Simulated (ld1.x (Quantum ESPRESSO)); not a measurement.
molybdenum: excitation energies, all-electron against PAW

Mo, PAW, made with ld1.x (Quantum ESPRESSO) 7.5 (LDA (PZ), scalar-relativistic). Core [Kr], reference 4d5 5s1 5p0. Waves: 5s (bound): rcut 2.75, rcutus 3.15 bohr; 5s channel at 0.4 Ry: rcut 2.75, rcutus 3.15 bohr; 5p (bound, empty): rcut 2.30, rcutus 2.90 bohr; 5p channel at 0.7 Ry: rcut 2.30, rcutus 2.90 bohr; 4d (bound): rcut 2.25, rcutus 2.40 bohr; 4d channel at 4.25 Ry: rcut 2.25, rcutus 2.40 bohr. Local part: all-electron potential smoothed inside 2.85 bohr (lloc = -1). Core correction: Bessel-smoothed model core, default radius (core density twice the valence density). Augmentation charge: PSQ, inside the norm-conserving radii.

Energies are relative to the spin-unpolarised reference configuration 4d5 5s1 5p0; without spin polarisation the order of configurations can differ from experiment. Spin-polarised rows fill each open shell by Hund’s rule, majority spin first.

Q: Give the all-electron excitation energy and the error of the potential for: 4d5 5s0 5p0; 4d4 5s0 5p0; 4d3 5s0 5p0; 4d4 5s1 5p0; 4d5 5s0 5p1; 4d6 5s0 5p0; 4d2 5s0 5p0; 4d5 5s1 5p0 (spin-polarised); 4d5 5s0 5p0 (spin-polarised).

A:

| valence configuration | charge | ΔE all-electron (eV) | error AE − PS (meV) |
| --- | --- | --- | --- |
| 4d5 5s0 5p0 | +1 | 7.186 | -4.3 |
| 4d4 5s0 5p0 | +2 | 22.889 | -91 |
| 4d3 5s0 5p0 | +3 | 49.850 | -511 |
| 4d4 5s1 5p0 | +1 | 8.262 | -48 |
| 4d5 5s0 5p1 | 0 | 3.245 | -1.2 |
| 4d6 5s0 5p0 | 0 | 0.822 | -25 |
| 4d2 5s0 5p0 | +4 | 89.547 | -1556 |
| 4d5 5s1 5p0 (spin-polarised) | 0 | -3.924 | -15 |
| 4d5 5s0 5p0 (spin-polarised) | +1 | 3.795 | -21 |

Levels in the configuration 4d5 5s0 5p0 (spin-polarised):

```json
{"level": "4d up", "all-electron (eV)": "-11.522", "pseudo (eV)": "-11.530"}
```
